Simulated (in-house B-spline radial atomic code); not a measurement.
Configurations of Cs²⁺, with energies counted from [Kr] 4d10 5s2 5p5. Computed with an all-electron radial atomic-structure program (B-spline basis): scalar-relativistic (X2C) Hartree-Fock with fractional occupations, spin-polarised, spherical fractional occupations, Fermi nucleus of rms radius 4.8041 fm. Shells without spins written out take the highest spin.

Caution: exact exchange at fractional occupations of open shells leaves self-interaction of up to several eV.

Occupations are held fixed; configurations that lie above the ionisation limit could autoionise.

| configuration | E - E(ref) (eV) | highest orbital | its <r> (bohr) |
| --- | --- | --- | --- |
| [Kr] 4d10 5s1 5p6 | 13.232 | 5p down | 2.032 |
| [Kr] 4d10 5s2 5p(3 up, 1 down) 6f(0 up, 1 down) | 28.959 | 6f down | 13.41 |
| [Kr] 4d10 4f1 5s1 5p5 | 40.903 | 4f up | 4.338 |
| [Kr] 4d9 5s2 5p5 6s1 | 96.034 | 6s up | 3.96 |
| [Kr] 4d9 4f1 5s2 5p5 | 103.77 | 4f up | 3.276 |
| [Kr] 4d9 5s2 5p5 5f1 | 106.46 | 5f up | 7.407 |
| [Kr] 4d(4 up, 5 down) 5s2 5p(2 up, 3 down) 6f(0 up, 1 down) | 108.35 | 6f down | 12.4 |

**Question.** Order these further configurations by energy, lowest first.
A. [Kr] 4d10 5s2 5p4 6d1
B. [Ar] 3d10 4s2 4p5 4d10 5s2 5p5 6s1
C. [Ar] 3d(5 up, 4 down) 4s2 4p6 4d10 5s2 5p(2 up, 3 down) 6s(0 up, 1 down)
D. [Kr] 4d10 5s1 5p5 5f1
E. [Kr] 4d10 5s2 5p(1 up, 3 down) 5d(0 up, 1 down)

**Answer.** E (18.271 eV), A (25.392 eV), D (43.014 eV), B (193.48 eV), C (774.83 eV).

**Question.** How far above the reference does [Kr] 4d9 5s2 5p5 6p1 lie?

**Answer.** 100.86 eV; its least bound orbital is 6p up with <r> = 4.921 bohr.

**Question.** How far above the reference does [Kr] 4d10 4f1 5s2 5p4 lie?

**Answer.** 25.265 eV; its least bound orbital is 4f up with <r> = 4.701 bohr.
